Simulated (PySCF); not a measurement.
Correlation energy of Ba²⁺ (barium, charge +2)

[Xe], closed-shell 1S. All numbers are calculated (PySCF 2.14, the spin-free X2C one-electron Hamiltonian (Gaussian nucleus), in ANO-RCC-VTZP). Frozen: [Kr] 4d10; 8 electrons correlated.

```csv
level,correlation energy (mhartree)
CCSD,-171.83
(T),-4.24
CCSD(T),-176.07
```

Diagnostics: T1 = 0.0017, D1 = 0.0025, largest double amplitude 0.026.

Question: Is a single reference adequate?

Answer: Yes, within this model without spin-orbit coupling: T1 lies below 0.03 and no double amplitude reaches 0.07.
